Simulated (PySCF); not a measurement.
## Spin states of PbN

Unrestricted PBE0; basis Pb def2-SVPD with ECP60, N def2-SVPD; scalar-relativistic core potentials; PySCF 2.14. Outer shells of the fragments: Pb 5d10 6s2 6p2; N 2s2 2p3.

Followed along the bond (rough minima from three points):

```csv
2Ms+1,unpaired,⟨S²⟩ at the start,R at minimum (Å),Te (eV)
2,π ↑,0.98,2.10,0.00
2,σ ↑,1.19,1.98,0.27
4,π ↑↑↑,3.76,none in the scan,≤ 0.89
4,"σ ↑, π ↑↑",3.79,none in the scan,≤ 1.40
6,"σ ↑, π ↑↑↑↑",8.76,none in the scan,≤ 2.83
```

Solutions found at the starting distance of 2.050 Å, counted from the lowest of them; the search is not exhaustive and high or unbound solutions are not listed, so other states can lie among these:

```json
{"2Ms+1": "2", "unpaired": "π ↑", "term": "²Π", "E (eV)": "0.00", "⟨S²⟩": "0.98", "⟨Lz²⟩": "1.00", "μ (D)": "-3.65"}
{"2Ms+1": "2", "unpaired": "σ ↑", "term": "mixed", "E (eV)": "0.28", "⟨S²⟩": "1.19", "⟨Lz²⟩": "0.00", "μ (D)": "-3.95"}
{"2Ms+1": "4", "unpaired": "π ↑↑↑", "term": "⁴Π", "E (eV)": "1.32", "⟨S²⟩": "3.76", "⟨Lz²⟩": "1.00", "μ (D)": "-1.44"}
{"2Ms+1": "4", "unpaired": "σ ↑, π ↑↑", "term": "mixed", "E (eV)": "1.54", "⟨S²⟩": "3.79", "⟨Lz²⟩": "2.01", "μ (D)": "-2.17"}
{"2Ms+1": "2", "unpaired": "π ↑↑↓", "term": "mixed", "E (eV)": "1.91", "⟨S²⟩": "1.76", "⟨Lz²⟩": "3.01", "μ (D)": "-1.42"}
{"2Ms+1": "4", "unpaired": "σ ↑, π ↑↑", "term": "mixed", "E (eV)": "1.92", "⟨S²⟩": "3.76", "⟨Lz²⟩": "2.00", "μ (D)": "-2.27"}
{"2Ms+1": "2", "unpaired": "σ ↓, π ↑↑", "term": "mixed", "E (eV)": "2.16", "⟨S²⟩": "1.76", "⟨Lz²⟩": "2.01", "μ (D)": "-2.31"}
{"2Ms+1": "2", "unpaired": "σ ↑, π ↑↓", "term": "mixed", "E (eV)": "2.22", "⟨S²⟩": "1.76", "⟨Lz²⟩": "2.02", "μ (D)": "-2.45"}
{"2Ms+1": "2", "unpaired": "σ ↓, π ↑↑", "term": "mixed", "E (eV)": "2.56", "⟨S²⟩": "1.76", "⟨Lz²⟩": "2.00", "μ (D)": "-2.43"}
{"2Ms+1": "6", "unpaired": "σ ↑, π ↑↑↑↑", "term": "⁶Σ⁺", "E (eV)": "3.57", "⟨S²⟩": "8.76", "⟨Lz²⟩": "0.00", "μ (D)": "1.24"}
{"2Ms+1": "4", "unpaired": "σ ↑, π ↑↑", "term": "⁴Σ⁻", "E (eV)": "4.34", "⟨S²⟩": "3.76", "⟨Lz²⟩": "0.00", "μ (D)": "-0.92"}
{"2Ms+1": "4", "unpaired": "σ ↑↑, π ↑", "term": "⁴Π", "E (eV)": "4.38", "⟨S²⟩": "3.81", "⟨Lz²⟩": "1.01", "μ (D)": "0.38"}
{"2Ms+1": "2", "unpaired": "σ ↓, π ↑↑", "term": "mixed", "E (eV)": "4.72", "⟨S²⟩": "1.76", "⟨Lz²⟩": "0.00", "μ (D)": "-1.50"}
{"2Ms+1": "6", "unpaired": "σ ↑↑, π ↑↑↑", "term": "⁶Π", "E (eV)": "6.04", "⟨S²⟩": "8.76", "⟨Lz²⟩": "1.00", "μ (D)": "2.03"}
```

A term symbol is given only where ⟨S²⟩ and ⟨Lz²⟩ are close to those of a pure state; real π, δ and φ orbitals otherwise mix terms. A positive dipole means Pb(−)N(+).

Spin–orbit coupling is left out, which matters for elements this heavy, above all for dissociation energies.
